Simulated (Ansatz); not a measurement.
Reaction (cleavage of the Si–Al bond): `CB[SiH2][AlH2]` + HCl → `CB[SiH2]Cl` + `[AlH3]`

Computed with Ansatz on PBE0-D4/def2-TZVP structures; ΔE is electronic, products minus reactants. CCSD(T)/CBS adds triple-zeta CCSD(T) − MP2 to the extrapolated MP2 energy (def2 sets, frozen cores). This one scheme is used for every species. One conformer a species, not always the lowest.

```csv
species,CCSD(T)/CBS(def2) energy (Eh)
`CB[SiH2][AlH2]`,-598.71139
HCl,-460.38127
`CB[SiH2]Cl`,-815.34006
`[AlH3]`,-243.78045
```

Work out ΔE.

ΔE = (-815.34006) + (-243.78045) − (-598.71139) − (-460.38127) = -0.02785 Eh = -73.1 kJ/mol.

Largest T1 diagnostic among the species: 0.014.

Leaving LDA and LC-ωPBE aside and taking each functional with its dispersion term where it has one, the values, not all of them listed here, spread over 30.8 kJ/mol, from BHLYP-D4 to PBE-D4. LDA lies +4.6 kJ/mol from PBE without D4. In def2-TZVPP, CCSD(T) changes the Hartree–Fock value by +32.7 kJ/mol (the triples alone add +4.2 kJ/mol) and MP2 by +22.0 kJ/mol.
